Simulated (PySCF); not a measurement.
# Spin states of SrB⁺

Unrestricted PBE0; Sr def2-SVPD with ECP28, B def2-SVPD; scalar-relativistic core potentials (PySCF 2.14). Outer shells of the fragments: Sr+ 5s1; B 2s2 2p1.

Followed along the bond (rough minima from three points):

```tsv
2Ms+1	unpaired	⟨S²⟩ at the start	R at minimum (Å)	Te (eV)
3	σ ↑, π ↑	2.00	2.63	0.00
1	σ ↑, π ↓	1.01	2.63	0.27
3	π ↑↑	2.01	2.39	0.27
1	none	0.00	3.06	0.45
1	π ↑↓	1.01	2.39	0.50
```

Solutions found at the starting distance of 2.625 Å, counted from the lowest of them; the search is not exhaustive and high or unbound solutions are not listed, so other states can lie among these:

```
2Ms+1  unpaired   term  E (eV)  ⟨S²⟩  ⟨Lz²⟩  μ (D)
    3  σ ↑, π ↑     ³Π    0.00  2.00   1.00  -4.95
    1  σ ↑, π ↓  mixed    0.27  1.01   1.00  -4.88
    3      π ↑↑    ³Σ⁻    0.46  2.01   0.00  -5.53
    1      π ↑↓  mixed    0.68  1.01   2.01  -5.42
    1      none    ¹Σ⁺    0.81  0.00   0.00  -3.42
    3      σ ↑↑    ³Σ⁺    1.24  2.00   0.00   1.71
```

A term symbol is given only where ⟨S²⟩ and ⟨Lz²⟩ are close to those of a pure state; real π, δ and φ orbitals otherwise mix terms. A positive dipole points towards B; it is taken about the centre of mass and depends on that origin.

Spin–orbit coupling is left out. Counting both spins, an empty level lies below a filled one in some of these solutions, because spin and occupation are held.
